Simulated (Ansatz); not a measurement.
Relaxation of BCl₃H₃Si (8 atoms, charge 0, multiplicity 2), to a largest force component of 0.03 eV/Å in at most 50 steps.

Theory: UHF/6-31G* in Ansatz 0.2.0.

```xyz
8
Properties=species:S:1:pos:R:3:forces:R:3
B -0.010 0.497 -0.536 0.00 -0.03 -0.28
Cl 0.009 0.033 2.499 0.00 -0.05 0.91
Cl 1.531 -0.215 -0.916 -0.02 0.03 -0.01
Cl -1.536 -0.229 -0.955 0.02 0.03 0.01
Si 0.003 -0.015 4.609 -0.02 0.02 -0.55
H -0.758 -1.196 5.034 0.02 0.02 -0.03
H 1.396 -0.094 5.060 0.00 0.00 -0.02
H -0.635 1.220 5.077 0.01 -0.02 -0.01
```

Where does it end, and by what steps?

It converged. The force dipped under the threshold on the way, but the program's further checks kept it going. After 7 steps the energy has fallen by 0.097 eV; B1 moved furthest, 0.70 Å.

```csv
step,energy less start (eV),largest force component (eV/Å),accepted
0,0.0000,0.905,yes
1,-0.0510,0.367,yes
2,-0.0824,0.266,yes
3,-0.0901,0.380,yes
4,-0.0949,0.009,yes
5,-0.0961,0.023,yes
6,-0.0966,0.032,yes
7,-0.0968,0.025,yes
```

```xyz
8
Properties=species:S:1:pos:R:3
B -0.004 0.532 -1.236
Cl 0.009 0.017 2.903
Cl 1.535 -0.216 -1.526
Cl -1.536 -0.232 -1.523
Si 0.001 -0.019 4.971
H -0.759 -1.198 5.404
H 1.392 -0.098 5.432
H -0.636 1.214 5.447
```

Whether the end is a true minimum wasn't checked by a vibrational analysis.

The run took 20 s on 2 threads of Arm Neoverse V1, with other jobs on the host, peak memory 0.28 GiB.
